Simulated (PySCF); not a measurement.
Species: C₇H₃O₄ (charge -1).
Bonds: O1–C2 (double), C2–O3, C2–C4, C4–C5 (aromatic), C5–O6 (aromatic), O6–C7 (aromatic), C7–C8 (aromatic), C8–C9 (aromatic), C9–O10 (aromatic), O10–C11 (aromatic), C4–C11 (aromatic), C7–C11 (aromatic). Hydrogens: H12 on C5; H13 on C8; H14 on C9.

Probes without a nucleus sit at each ring's centroid and 1 Å off its mean plane on both sides; NICS is minus the shielding there, NICSzz its component along the normal. Level: GIAO PBE0/pcSseg-1 (PySCF, non-relativistic, gas phase) on the GFN2-xTB geometry, one conformer.

Rings: 1. C4–C5–O6–C7–C11; 2. C7–C8–C9–O10–C11.

| set | NICS(0) | NICS(1), two faces | NICS(1)zz, two faces |
| --- | --- | --- | --- |
| P | -12.4 | -9.9 / -9.9 | -24.4 / -24.4 |
| Q | -11.6 | -9.5 / -9.5 | -21.3 / -21.3 |

Which set (ppm) belongs to which ring?

P = 2, Q = 1.
- 1 (5-membered ring with O; formal bonds all aromatic): mean NICS(1)zz -21.3 ppm, shielded. For a flat ring without four-coordinate atoms the NICS criterion counts such a value as aromatic, though in fused rings the probe also feels the neighbouring ring.
- 2 (5-membered ring with O; formal bonds all aromatic): mean NICS(1)zz -24.4 ppm, shielded. For a flat ring without four-coordinate atoms the NICS criterion counts such a value as aromatic, though in fused rings the probe also feels the neighbouring ring.

How do the rings differ in shape?

```json
{"ring": "1", "bond lengths (Å)": "1.363, 1.378, 1.349, 1.392, 1.426", "rms pucker (Å)": "0.00", "HOMA": "0.27", "nearest outside atom to a NICS(1) probe (Å)": "hydrogen 2.40"}
{"ring": "2", "bond lengths (Å)": "1.410, 1.369, 1.353, 1.346, 1.392", "rms pucker (Å)": "0.00", "HOMA": "0.50", "nearest outside atom to a NICS(1) probe (Å)": "hydrogen 2.41"}
```

HOMA = 1 − mean of α(R − Ropt)² over the ring bonds, with Krygowski's 1993 parameters (CC: Ropt 1.388 Å, α 257.7 Å⁻²; CO: Ropt 1.265 Å, α 157.38 Å⁻²).

On one thread, Arm Neoverse V1, no GPU (shared host), this took 36 s wall. This is the whole shielding run at PBE0/pcSseg-1, SCF included.

The values belong to the conformer `[O:1]=[C:2]([O-:3])[c:4]1[cH:5][o:6][c:7]2[cH:8][cH:9][o:10][c:11]12`: O1–C2–C4–C5 180°.
